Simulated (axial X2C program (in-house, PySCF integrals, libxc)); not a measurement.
Nuclear properties of AsP⁻

Computed with an axial X2C code built on PySCF integrals: two-component X2C with atomic mean-field Coulomb and Gaunt terms, Gaussian nuclei, basis As dyall-acv3z, P dyall-av3z with contracted cores.

R = 2.081 Å (near the PBE0 minimum at charge -1 of the determinant lowest at the starting distance; the state shown can have its own minimum elsewhere).

Determinant lowest in the PBE0 search, Ω = 1/2 (⟨Sz⟩ = -0.50, ⟨Lz⟩ = 1.00 at PBE0), spin on the atoms As -0.23, P -0.27:

```csv
level,Eeff magnitude (GV/cm),Ws magnitude As (kHz),Ws magnitude P (kHz),A∥/gI As (MHz),qzz As (a.u.),A∥/gI P (MHz),qzz P (a.u.)
PBE0,0.0248,0.0611,0.00866,918,-1.55,398,-0.59
HF,0.238,0.252,0.0142,795,-2.01,405,-0.78
B3LYP,0.0222,0.0165,0.00665,891,-1.50,390,-0.60
PBE,0.00121,0.0357,0.00637,905,-1.44,392,-0.54
BHandHLYP,0.000534,0.0423,0.0102,891,-1.65,385,-0.67
```

Determinant 0.09 eV from it at PBE0 and this distance, Ω = 3/2 (⟨Sz⟩ = 0.50, ⟨Lz⟩ = 1.00 at PBE0), spin on the atoms As 0.27, P 0.23:

```csv
level,Eeff magnitude (GV/cm),Ws magnitude As (kHz),A∥/gI As (MHz),qzz As (a.u.),A∥/gI P (MHz),qzz P (a.u.)
PBE0,0.11,0.0427,146,-1.64,75.5,-0.61
HF,0.256,0.0885,183,-2.06,92.1,-0.83
B3LYP,0.0512,0.0244,165,-1.59,79.4,-0.62
PBE,0.0739,0.031,134,-1.53,67.7,-0.57
BHandHLYP,0.0921,0.0376,181,-1.74,87.5,-0.69
```

Eeff is the effective electric field on the electron electric dipole moment in this Ω state and Ws the scalar–pseudoscalar constant of the nucleus named (defined with the proton number Z and per Ω); A∥ (defined per Ω) follows by multiplying with gI = μI/(I μN); qzz is the electric field gradient, eQq0 = 234.96 MHz × Q/barn × qzz. The operators were transformed with the bare-nucleus X2C matrices; with these basis sets, hyperfine constants and field gradients can be off by tens of per cent, and where levels differ in sign neither size nor sign is settled.

With gI(75As) = 0.9597, Q(75As) = 0.311 barn, gI(31P) = 2.2632 (g factors from the IAEA table of nuclear moments by Stone; Q from Pyykkö, Mol. Phys. 2018), turn the PBE0 values of the first state into constants in MHz.

A∥(75As) = 918 × 0.9597 = 881 MHz; eQq0(75As) = 234.96 × (0.311) × (-1.55) = -113 MHz; A∥(31P) = 398 × 2.2632 = 901 MHz.

Each state is one determinant with collinear spin. Unrestricted Hartree–Fock can overshoot spin polarisation at the nuclei. In the state Ω = 1/2 the sign of Eeff differs between levels (B3LYP, BHandHLYP against PBE0). For an anion, determinants above electron detachment, or with a positive highest level, are held by the basis set. Where Eeff spreads by more than a factor of two the levels disagree and none is to be relied on. The search compared states at one distance, so a state with another bond length can lie lower. Further determinants of the search, some of them spin-mixed, are not shown. PBE0 term energies can be off by some tenths of an eV.
